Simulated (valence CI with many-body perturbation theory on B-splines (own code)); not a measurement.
**Sensitivity of CI+MBPT for Hg49+**

Calculated by configuration interaction combined with many-body perturbation theory (CI+MBPT): three valence electrons over a frozen Dirac-Fock core [Ar] 3d10, radial functions for each j: 6 s, 6 p, 5 d, 3 f, 1 g, with the one-electron correlation potential Σ1 (screened to all orders), the two-electron term Σ2, the three-electron term Σ3, Breit, model QED; selected single and double excitations, second order for the rest, scaled by the run's own slope (own B-spline code, finite nucleus).

No measured spectrum was set against this ion. As an estimate, large intervals hold to a few tenths of a per cent, small ones and those within an open d or f shell to about a per cent.

The reference run has the lowest level (4s^2 4p1/2) J=1/2 and an ionisation energy of 2816.22 eV. Its largest variational space holds 2934 state functions.

Levels are named by their leading jj configuration (3d3/2^4 stands for four electrons in 3d with j = 3/2), which in mixed levels can hold well under half, so a name can repeat and another be missing. Letters in brackets count levels of one name in rising energy.

Changed runs:
A. screening of Σ1 on → off
B. averaging of valence orbitals over low configurations on → off
C. hole-hole ladder in Σ2 on → off
D. box radius (bohr) 2.2922 → 0.26 (bad on purpose)

Excitation energies of the reference run in cm⁻¹, and shifts in cm⁻¹:

```csv
Level,Reference,A,B,C
(4s 4p1/2^2) J=1/2,908279,-25,+11,+3.2
(4s^2 4p3/2) J=3/2,1201250,+139,0,-20
(4s 4p1/2 4p3/2) J=3/2 [a],1986360,+112,+15,-107
(4s 4p1/2 4p3/2) J=5/2,2063630,+113,+13,-52
(4s 4p1/2 4p3/2) J=3/2 [b],2170810,+112,+12,+4.4
(4s 4p1/2 4p3/2) J=1/2,2190110,+114,+11,+20
(4s^2 4d3/2) J=3/2,2676050,+68,+3.2,+6.5
(4s^2 4d5/2) J=5/2,2908110,+128,+4.2,-27
(4p1/2^2 4p3/2) J=3/2,3077240,+87,+22,+26
(4s 4p3/2^2) J=5/2,3248690,+245,+12,-64
(4s 4p3/2^2) J=1/2,3390160,+252,+8.5,+58
(4s 4p1/2 4d3/2) J=3/2 [a],3390600,+38,+20,-97
Ionisation energy (eV),2816.22,+0.09,+0.00026,-0.019
```

Run D: It gave no result. The program said: "need at least one array to concatenate".
